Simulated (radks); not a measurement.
Values are calculated unless marked as measured or tabulated.
Q: Valence configurations of Al I (all share [Ne]). Level of theory: scalar-relativistic Kohn-Sham, PBE, spin-polarised, spherical densities, point nucleus; open shells are filled with parallel spins first (a radial shooting solver on a logarithmic mesh with Libxc functionals). Order these by energy: 3p3; 3s2 3p1; 3s1.5 3p1.5; 3s1 3p2.

A: From the lowest, in eV above it: 3s2 3p1 0.000; 3s1.5 3p1.5 1.944; 3s1 3p2 3.515; 3p3 8.917. NIST lists [Ne] 3s2 3p1 as the ground configuration; this level of theory agrees among the configurations tried. The energies are those of spherical high-spin densities, not of single terms.
